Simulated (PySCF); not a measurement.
Isomers of C5H9ClO, one GFN2-xTB conformer each. Single-point energies are computed at PBE0/pcSseg-1 (PySCF, gas phase, no added dispersion term), electronic only.

Question: Rank them by PBE0/pcSseg-1 energy, lowest first (kJ/mol).
A. `CC(C)(C)C(=O)Cl` (pivaloyl chloride)
B. `[CH3:1][C@@:2]1([CH2:3][Cl:4])[CH2:5][CH2:6][O:7]1` with C1–C2–C3–Cl4 68°
C. `[CH3:1][O:2][CH2:3]/[C:4]([CH3:5])=[CH:6]\[Cl:7]` with C1–O2–C3–C4 71°, O2–C3–C4–C5 61°

Answer: A (0.0), B (118.7), C (148.2).

As drawn, the lowest has a C=O bond and a quaternary carbon, which the highest lacks; the highest has a C=C bond outside aromatic rings, which the lowest lacks. GFN2-xTB itself gives, in the same order: 0.0, 68.7, 106.1. Both levels put the same isomer lowest; measured from each level's own lowest isomer, the values differ by up to 50.0 kJ/mol (C[C@@]1(CCl)CCO1: 68.7 against 118.7).

Q: Which frontier levels, dipoles and rotational constants go with these structures?

A: 
```json
{"SMILES": "CC(C)(C)C(=O)Cl", "HOMO (eV, PBE0/pcSseg-1)": "-8.34", "LUMO (eV)": "-0.91", "dipole (D)": "3.09", "A, B, C (MHz)": "3009, 1754, 1464"}
{"SMILES": "C[C@@]1(CCl)CCO1", "HOMO (eV, PBE0/pcSseg-1)": "-7.40", "LUMO (eV)": "0.87", "dipole (D)": "1.31", "A, B, C (MHz)": "4073, 1421, 1313"}
{"SMILES": "COC/C(C)=C\\Cl", "HOMO (eV, PBE0/pcSseg-1)": "-7.21", "LUMO (eV)": "-0.09", "dipole (D)": "1.16", "A, B, C (MHz)": "2789, 1486, 1112"}
```
